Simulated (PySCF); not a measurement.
Pb(NH2)4: from a saddle point downhill

PySCF 2.14.0, RKS B3LYP, Pb def2-SVP with ECP60, N def2-SVP, H def2-SVP; non-relativistic Hamiltonian with scalar-relativistic core potentials where named; density fitting; no spin-orbit coupling. Relaxed within the symmetry of its start, the geometry (Cs) is

```xyz
13

Pb    0.0041   -0.0052    0.0000
N    -0.2084   -1.3031    1.7381
H     0.1397   -0.7546    2.5317
H     0.4618   -2.0722    1.6339
N    -0.2084   -1.3031   -1.7381
H     0.4618   -2.0722   -1.6339
H     0.1397   -0.7546   -2.5317
N     1.7692    1.1913    0.0000
H     2.7020    0.7957    0.0000
H     1.7478    2.2048    0.0000
N    -1.5403    1.4252    0.0000
H    -1.3674    2.4226    0.0000
H    -2.5162    1.1566    0.0000
```

and its lowest harmonic modes are -575, -542, -162, -91, 88, 126 cm⁻¹ (negative: unstable). It was moved along the lowest mode and relaxed again.

Question: Where does it end, and how much lower?

Answer: In C1, nearly Cs, 0.408 eV lower, after 33 steps:
```xyz
13

Pb    0.0713    0.0811   -0.0587
N    -0.1295   -1.3391    1.5981
H    -0.4123   -0.7879    2.4160
H     0.8105   -1.6808    1.8249
N    -0.1718   -1.0468   -1.9050
H    -0.1446   -2.0416   -1.6607
H     0.6549   -0.8737   -2.4853
N     1.8912    1.2876   -0.2387
H     2.6810    0.7004    0.0487
H     1.8267    2.0156    0.4804
N    -1.5252    1.5235    0.2521
H    -1.5657    2.1025   -0.5932
H    -2.4011    0.9906    0.2398
```

Question: How do the contacts change?

Answer: 
```csv
contact,saddle (Å),end (Å)
Pb1–N2 (NH2),2.180,2.191
Pb1–N5 (NH2),2.180,2.177
Pb1–N8 (NH2),2.132,2.191
Pb1–N11 (NH2),2.105,2.174
```


No frequency check is given for the end, and other unstable modes may remain.

State: singlet.
